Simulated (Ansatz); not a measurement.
```yaml
atoms:
  - { symbol: Re, position_ang: [0.0000, 0.0000, 0.0000] }
  - { symbol: H, position_ang: [0.0000, 0.0000, 1.7100] }
```

Basis set: def2-TZVPP (spherical functions, with the set's core potentials past Kr). Charge 0, multiplicity 7.

Computed with Ansatz (development build ahead of 0.2.0); each method stands on the lowest determinant of its kind that the runs found. Restricted functionals stand beside restricted open-shell atoms, which can lie above the unrestricted atoms usual in DFT and then raise those values.

(1) Give the atomization energy at this shape (free ground-state atoms in the same class of orbitals less the molecule, no zero-point energy) of septet ReH by PBE0 (unrestricted), PBE0 (restricted open-shell).

Answers

(1)

| method | atomization energy |
| --- | --- |
| PBE0 (unrestricted) | 37.35 kcal/mol |
| PBE0 (restricted open-shell) | 38.16 kcal/mol |

The shape needn't be a minimum at these levels.
